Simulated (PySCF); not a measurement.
# Ar (argon, neutral) across methods

[Ne] 3s2 3p5 4s1, high-spin 3P determinant (an excited configuration). Computed with PySCF 2.14 in aug-cc-pV(Q+d)Z with one added diffuse shell each of s, p, d, f, g type (8s7p6d4f3g, 114 functions), with no relativity, point nucleus.

| method | E (hartree) | mean ε 3p α (eV) | mean ε 3p β (eV) | mean ε 4s α (eV) | Σ⟨r²⟩ (bohr²) | ⟨S²⟩ |
| --- | --- | --- | --- | --- | --- | --- |
| r2SCAN | -527.0853 | -17.475 | -16.214 | -2.501 | 51.10 | 2.006 |
| UHF | -526.42445 | -23.510 | -21.960 | -3.884 | 53.69 | 2.009 |
| LDA | -525.5117 | -16.798 | -15.655 | -2.542 | 49.61 | 2.001 |
| r2SCANh | -527.0858 | -18.139 | -16.859 | -2.667 | 51.06 | 2.006 |
| PBE0 | -526.9634 | -18.715 | -17.481 | -2.887 | 50.96 | 2.004 |
| CAM-B3LYP | -527.1435 | -20.093 | -18.944 | -3.546 | 50.37 | 2.003 |
| PBE | -526.9224 | -16.800 | -15.646 | -2.445 | 50.46 | 2.003 |

Question: Estimate the same row for r2SCAN0.

Answer: E (hartree) = -527.0867; mean ε 3p α (eV) = -19.134; mean ε 3p β (eV) = -17.828; mean ε 4s α (eV) = -2.915; Σ⟨r²⟩ (bohr²) = 50.99; ⟨S²⟩ = 2.006.

The outer electron is Rydberg-like, and this basis confines it to a smaller radius and binds it less than a complete one would.
